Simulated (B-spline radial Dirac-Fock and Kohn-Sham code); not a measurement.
## Atomic arsenic: differential elastic cross section for electrons at 100 eV

The computed values come from a B-spline atomic structure program: relativistic (Dirac) partial waves in the static field of the Dirac-Fock atom with Furness-McCarthy exchange, without polarisation or absorption potentials. Below a few hundred eV the neglected polarisation potential matters, most of all at small angles.

```
θ (°)  dσ/dΩ (a₀²/sr)  Sherman function
    0            50.7             0.000
    1            50.5             0.000
    2            49.8             0.000
    3            48.8             0.000
    5            45.6             0.000
    7            41.2             0.000
   10            33.3             0.000
   15            20.0             0.000
   20            9.85            -0.001
   25            3.90            -0.005
   30            1.23            -0.016
   40           0.662            -0.017
   50            1.38             0.003
   60            1.34             0.012
   70           0.707             0.021
   80           0.161             0.031
   90           0.102            -0.080
  100           0.418            -0.043
  110           0.724            -0.029
  120           0.725            -0.024
  130           0.433            -0.024
  140           0.105            -0.037
  150         0.00490             0.133
  160           0.188             0.012
  170           0.474             0.004
  180           0.609             0.000
```

The total elastic cross section is 18.0 a₀², the first transport cross section 5.94 a₀² and the second, weighted with (3/2) sin²θ, 8.12 a₀². The mean deflection is ⟨1 − cos θ⟩ = 0.330, and 14 % of the collisions scatter beyond 90°.

On this grid of angles the cross section has minima near 40°, 90°, 150°, from interference among the few low partial waves with large phase shifts.
